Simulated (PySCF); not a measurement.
# Stationary points of H₂TaN

Computed with PBE0 in PySCF with Ta def2-TZVP with ECP60, N def2-TZVP, H def2-TZVP; scalar-relativistic core potentials, no spin–orbit coupling; density-fitted integrals.

Relaxations began from a few typed shapes. The search is not exhaustive: other isomers or separated fragments can lie lower, and high-lying points may rest on an excited occupation.

| spin | group | bonds | angles | imaginary modes (cm⁻¹) | ΔE (kJ/mol) | ΔE with ZPE (kJ/mol) |
| --- | --- | --- | --- | --- | --- | --- |
| singlet | Cs | Ta–H 1.774 Å (×2), Ta–N 1.679 Å | H–Ta–H 104.5°, H–Ta–N 98.4° (×2) | none | 0.0 | 0.0 |
| singlet | C2v | Ta–H 1.852 Å (×2), Ta–N 1.674 Å | H–Ta–H 135.8°, H–Ta–N 112.1° (×2) | 726i | 79.2 | – |

The lowest minimum found is the singlet Cs: Ta–H 1.774 Å (×2), Ta–N 1.679 Å; H–Ta–H 104.5°, H–Ta–N 98.4° (×2).

For the lowest minimum: spin–orbit coupling, left out here, can matter for elements this heavy.
